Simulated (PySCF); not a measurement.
# Computed data sheet: `CCN(C)CCN`

C5H14N2.
Numbering: `[CH3:1][CH2:2][N:3]([CH3:4])[CH2:5][CH2:6][NH2:7]` (hydrogens: H8, H9, H10 on C1; H11, H12 on C2; H13, H14, H15 on C4; H16, H17 on C5; H18, H19 on C6; H20, H21 on N7)

Geometry (GFN2-xTB, Å), atoms numbered from 1 in this order:
```xyz
21
C5H14N2 angstrom
C     -2.109    1.520    0.154
C     -1.137    0.618    0.907
N     -0.210   -0.059    0.012
C     -0.875   -1.064   -0.792
C      0.937   -0.611    0.717
C      2.129   -0.811   -0.236
N      2.470    0.374   -1.000
H     -2.863    0.946   -0.378
H     -2.619    2.173    0.858
H     -1.565    2.131   -0.561
H     -0.544    1.243    1.581
H     -1.702   -0.102    1.526
H     -1.666   -0.598   -1.375
H     -0.164   -1.506   -1.485
H     -1.314   -1.867   -0.178
H      0.698   -1.564    1.220
H      1.238    0.107    1.486
H      1.919   -1.612   -0.948
H      3.002   -1.110    0.351
H      2.731    1.125   -0.368
H      1.638    0.683   -1.494
```

Some functional groups and rings: amine.

**GFN2-xTB geometry**

```yaml
Point_group_of_the_GFN2-xTB_geometry: C1
Rotational_constants_A_B_C_of_the_GFN2-xTB_geometry: 4.379, 1.442, 1.362 GHz
```

PBE0/def2-SVPD ground state and vertical TDDFT (core frozen in the response) (PySCF):

```yaml
Dipole_moment: 1.92 D
HOMO_energy: -6.32 eV
LUMO_energy: 0.66 eV
HOMO–LUMO_gap: 6.98 eV
Lowest_singlet_excitation: 5.91 eV (210 nm, f = 0.012)
Strongest_line_among_the_6_lowest_singlet_transitions: S5 at 6.78 eV (183 nm, f = 0.119)
Lowest_triplet_excitation_Tamm–Dancoff: 5.71 eV
Static_isotropic_polarisability: 81.5 au
Electronic_spatial_extent_⟨r²⟩_about_the_centre_of_nuclear_charge: 1021 bohr²
```

**PBE0/pcSseg-1 ground state and GIAO shieldings, non-relativistic (PySCF)**

```yaml
Lowest_Hirshfeld_atomic_charge: -0.25 e on N7
Highest_Hirshfeld_atomic_charge: +0.10 e on H20
13C_chemical_shifts_computed_TMS_as_zero_by_class: 68.9 (C5), 58.2 (C2), 44.2 (C6), 37.7 (C4), 16.7 (C1) ppm
1H_chemical_shifts_computed_TMS_as_zero_by_class: 2.73 (H18/H19), 2.37 (H11/H12), 2.18 (H16/H17), 2.06 (H13/H14/H15), 1.19 (H8/H9/H10), 0.77 (H20/H21) ppm
Isotropic_shieldings_of_nuclei_other_than_C_and_H_by_class: 215 (N3), 234 (N7) ppm
Mayer_bond_orders_between_heavy_atoms: C1–C2 1.06, C2–N3 0.97, N3–C4 0.96, N3–C5 0.96, C5–C6 1.02, C6–N7 1.05
```

Monoisotopic mass (most abundant isotopes): 102.1157 u.

The polarisability is 12.08 Å³ as a volume (1 au = 0.148185 Å³), or 1.41 au for each of the 58 electrons. The rotational constants make it an asymmetric top with κ = (2B − A − C)/(A − C) = -0.95, nearer the prolate limit (−1). No computed singlet falls in the visible range (750 to 380 nm, 1.65 to 3.26 eV); S1 lies 2.65 eV above its blue end. The vertical singlet–triplet gap S1 − T1 is 0.20 eV (TDDFT singlet less Tamm–Dancoff triplet; S1: HOMO→LUMO, weight 0.98; T1: HOMO→LUMO, weight 0.96). The largest Löwdin shares of the HOMO are 0.55 on N3, 0.08 on C5, 0.07 on C2 and 0.07 on C4. The principal polarisabilities are 75.4, 78.7 and 90.6 au; their mean is the isotropic value.

Geometry: GFN2-xTB, one conformer, isolated molecule. NMR classes are plain means over equivalent atoms (diastereotopic ones count apart unless rotation or inversion swaps them), as if these changed places fast; in this geometry the members of some classes differ.
